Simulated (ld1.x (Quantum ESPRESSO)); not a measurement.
Which change was made? (Rb, TM)

```
Element                 : Rb (Z = 37)
Generator               : ld1.x (Quantum ESPRESSO) 7.5
Type                    : norm-conserving Troullier–Martins (Kleinman–Bylander form)
Functional              : PBE
Relativity              : scalar-relativistic
Frozen core             : [Ar] 3d10
Valence charge          : 9
Reference configuration : 4s2 4p6 4d1 5s0 5p0
Partial waves           : 4s (bound): rc 1.80 bohr; 4p (bound): rc 1.65 bohr; 4d (bound): rc 4.20 bohr
Local potential         : all-electron potential smoothed inside 2.05 bohr (lloc = -1)
Core correction         : Bessel-smoothed model core inside 0.95 bohr
```

Cutoffs, loose and tight: the cutoffs (Ry, on a coarse ladder) from which the occupation-weighted sum of valence levels, in a spherical-Bessel basis at the reference potential, stays within 10 and 1 mRy of its value at 400 Ry. They do not see the model core or the augmentation charge, which bear on the density cutoff. Test errors are all-electron minus pseudo excitation energies from the reference, over the configurations 4s2 4p6 4d0 5s1 5p0; 4s2 4p6 4d0 5s0 5p0; 4s2 4p6 4d0 5s0.5 5p0; 4s2 4p6 4d0 5s0 5p1; 4s2 4p5 4d0 5s1 5p0; 4s1 4p6 4d0 5s1 5p0; 4s2 4p6 4d0.5 5s0.5 5p0; variants that change the core or the reference have their own tests.

The base gives: outcome: generated; cutoff, loose: 40 Ry; cutoff, tight: 70 Ry; bound ghosts: d; largest test error (meV): -15.

Problem. After one change the result is: outcome: generated; cutoff, loose: 40 Ry; cutoff, tight: 70 Ry; bound ghosts: none; largest test error (meV): -43. Which change was it?
A. wave 4d (bound): rc 4.20 bohr becomes 4d (bound): rc 2.56 bohr
B. wave 4s (bound): rc 1.80 bohr becomes 4s (bound): rc 1.62 bohr
C. local potential all-electron potential smoothed inside 3.98 bohr (lloc = -1)
D. core correction none
E. all radii but the core radius scaled by about 0.75 (s 1.34, p 1.24, d 3.14 bohr); local potential all-electron potential smoothed inside 1.54 bohr (lloc = -1)

Solution. A. The others give: all radii but the core radius scaled by about 0.75 (s 1.34, p 1.24, d 3.14 bohr); local potential all-electron potential smoothed inside 1.54 bohr (lloc = -1) → outcome: generated; cutoff, loose: 70 Ry; cutoff, tight: 140 Ry; bound ghosts: none; largest test error (meV): +110 | core correction none → outcome: generated; cutoff, loose: 40 Ry; cutoff, tight: 70 Ry; bound ghosts: d; largest test error (meV): +12 | wave 4s (bound): rc 1.80 bohr becomes 4s (bound): rc 1.62 bohr → outcome: generated; cutoff, loose: 50 Ry; cutoff, tight: 80 Ry; bound ghosts: d; largest test error (meV): -31 | local potential all-electron potential smoothed inside 3.98 bohr (lloc = -1) → outcome: generated; cutoff, loose: 40 Ry; cutoff, tight: 70 Ry; bound ghosts: none; largest test error (meV): -2072.
